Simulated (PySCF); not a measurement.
Si(OH)2Cl2.
Bonds: Si1–O2, Si1–O4, Si1–Cl6, Si1–Cl7. Hydrogens: H3 on O2; H5 on O4.

Method used: PBE0-D3(BJ)/def2-SVP geometry optimisation, gas phase in PySCF.

Question: List the bond lengths, angles and torsions at this level.

Answer: 
```
            bond  length (Å)
  Si1–O2, Si1–O4       1.632
Si1–Cl6, Si1–Cl7       2.054
    O2–H3, O4–H5       0.961
```

Bonds in one row agree within 0.01 Å and their mean is given. A selection of angles:
```
      angle  degrees
  O2–Si1–O4    105.6
 O2–Si1–Cl6    112.1
 O4–Si1–Cl6    110.4
Cl6–Si1–Cl7    106.3
  Si1–O2–H3    117.9
```

Torsions: H3–O2–Si1–O4 -168° (antiperiplanar); H5–O4–Si1–O2 -167° (antiperiplanar).

Si1 (silicon bonded to 2 Cl and 2 O) is distorted tetrahedral (angles from 105.6° to 112.1°).

No frequency check. The numbers are those of one conformer (O4–Si1–O2–H -168°, O2–Si1–O4–H -167°).

The run took 22 s of wall time on one thread, Arm Neoverse V2, no GPU, on a shared host. That covers the optimisation of the geometry.
